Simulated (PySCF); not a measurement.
H₂BeOSe, singlet, geometry from GFN2-xTB (such geometries of metal compounds can be far from the true shape); CAMB3LYP/6-31G, TDDFT run with PySCF.

PySCF was given this input:
```python
from pyscf import gto, scf, dft, tdscf

mol = gto.Mole()
mol.atom = '''
    Be    0.85899398   -0.82775583   -0.20133823
    O     1.84116112   -1.72921378   -0.47189717
    H     2.52235624   -2.35227735   -0.66147927
    Se   -0.57142719    0.56986108    0.11670369
    H    -1.25909680    0.12173427    1.27408402
'''
mol.basis = '6-31g'
mol.verbose = 4
mol.build()

mf = dft.RKS(mol)
mf.xc = 'camb3lyp'
mf.kernel()
td = mf.TDDFT()
td.nstates = 5
td.kernel(x0=td.get_init_guess(mf, 13), nstates=5)
td.analyze()
```

Q: Write the output that PySCF gives for this input, abridged.

A: 
```
PySCF version 2.14.0

[INPUT] verbose = 4
[INPUT] num. atoms = 5
[INPUT] num. electrons = 48
[INPUT] charge = 0
[INPUT] spin (= nelec alpha-beta = 2S) = 0
[INPUT] symmetry False subgroup None
[INPUT] Mole.unit = angstrom
[INPUT] Symbol           X                Y                Z      unit          X                Y                Z       unit  Magmom
[...]
nuclear repulsion = 114.703348277617
number of shells = 25
number of NR pGTOs = 142
number of NR cGTOs = 49
basis = 6-31g
ecp = {}

******** <class 'pyscf.dft.rks.RKS'> ********
method = RKS
initial guess = minao
damping factor = 0
level_shift factor = 0
DIIS = <class 'pyscf.scf.diis.CDIIS'>
diis_start_cycle = 1
diis_space = 8
diis_damp = 0
SCF conv_tol = 1e-09
SCF conv_tol_grad = None
SCF max_cycles = 50
direct_scf = True
direct_scf_tol = 1e-13
XC library pyscf.dft.libxc version 7.1.2
    S. Lehtola, C. Steigemann, M. J. T. Oliveira, and M. A. L. Marques,  SoftwareX 7, 1–5 (2018)
XC functionals = camb3lyp
    T. Yanai, D. P. Tew, and N. C. Handy,  Chem. Phys. Lett. 393, 51 (2004)
radial grids:
    Treutler-Ahlrichs [JCP 102, 346 (1995); DOI:10.1063/1.469408] (M4) radial grids

becke partition: Becke, JCP 88, 2547 (1988); DOI:10.1063/1.454033
pruning grids: <function nwchem_prune>
grids dens level: 3
symmetrized grids: False
atomic radii adjust function: <function treutler_atomic_radii_adjust>
small_rho_cutoff = 0
Set gradient conv threshold to 3.16228e-05
Initial guess from minao.
tot grids = 67848
init E= -2491.82651181237
[...]
cycle= 1 E= -2492.38271276956  delta_E= -0.556  |g|= 0.765  |ddm|= 2.25
[...]
cycle= 2 E= -2492.29100342864  delta_E= 0.0917  |g|= 1.07  |ddm|= 1.13
[...]
cycle= 3 E= -2492.50351286892  delta_E= -0.213  |g|= 0.0666  |ddm|= 0.588
[...]
cycle= 4 E= -2492.50453586234  delta_E= -0.00102  |g|= 0.0295  |ddm|= 0.105
[...]
cycle= 5 E= -2492.50466342141  delta_E= -0.000128  |g|= 0.00376  |ddm|= 0.0321
[...]
cycle= 6 E= -2492.50467005725  delta_E= -6.64e-06  |g|= 0.000908  |ddm|= 0.0101
[...]
cycle= 7 E= -2492.50467069249  delta_E= -6.35e-07  |g|= 0.000155  |ddm|= 0.00322
[...]
cycle= 8 E= -2492.50467072027  delta_E= -2.78e-08  |g|= 4.6e-05  |ddm|= 0.000753
[...]
cycle= 9 E= -2492.50467072149  delta_E= -1.22e-09  |g|= 7.79e-06  |ddm|= 0.000181
[...]
cycle= 10 E= -2492.50467072152  delta_E= -3.37e-11  |g|= 7.55e-07  |ddm|= 2.15e-05
[...]
Extra cycle  E= -2492.50467072152  delta_E=    0  |g|= 5.51e-07  |ddm|= 2.13e-06
converged SCF energy = -2492.50467072152

******** <class 'pyscf.tdscf.rks.TDDFT'> for <class 'pyscf.dft.rks.RKS'> ********
nstates = 5 singlet
deg_eia_thresh = 1.000e-03
wfnsym = None
conv_tol = 1e-05
eigh lindep = 1e-12
eigh level_shift = 0
eigh max_cycle = 100

Excitation energies (eV)
[5.69982379 6.34850864 7.19708088 7.43262466 8.12770924]

** Singlet excitation energies and oscillator strengths **
Excited State   1:      5.69982 eV    217.52 nm  f=0.0009
      24 -> 25        0.69811
Excited State   2:      6.34851 eV    195.30 nm  f=0.0352
      24 -> 26        0.68920
      24 -> 28       -0.10298
Excited State   3:      7.19708 eV    172.27 nm  f=0.0023
      23 -> 25       -0.68678
      24 -> 27        0.10992
Excited State   4:      7.43262 eV    166.81 nm  f=0.0171
      23 -> 26       -0.36302
      24 -> 27       -0.59442
Excited State   5:      8.12771 eV    152.55 nm  f=0.0000
      21 -> 25        0.12819
      24 -> 28       -0.53356
      24 -> 29       -0.42998

** Transition electric dipole moments (AU) **
state          X           Y           Z        Dip. S.      Osc.
  1        -0.0516     -0.0422     -0.0470      0.0067      0.0009
  2         0.3010      0.2457      0.2740      0.2260      0.0352
  3         0.0217     -0.0945      0.0610      0.0131      0.0023
  4        -0.2277      0.0612      0.1953      0.0937      0.0171
  5         0.0010      0.0008      0.0009      0.0000      0.0000

** Transition velocity dipole moments (imaginary part, AU) **
state          X           Y           Z        Dip. S.      Osc.
  1         0.0004      0.0003      0.0004      0.0000      0.0000
  2         0.0523      0.0427      0.0476      0.0068      0.0195
  3         0.0255     -0.0723      0.0368      0.0072      0.0182
  4         0.0084     -0.0429      0.0292      0.0028      0.0068
  5         0.0216      0.0176      0.0197      0.0012      0.0026

** Transition magnetic dipole moments (imaginary part, AU) **
state          X           Y           Z
  1         0.2937     -0.4272      0.0605
  2        -0.0598     -0.0883      0.1449
  3        -0.2606     -0.2127     -0.2372
  4        -0.0904     -0.0738     -0.0823
  5         0.1587     -0.1215     -0.0654
```
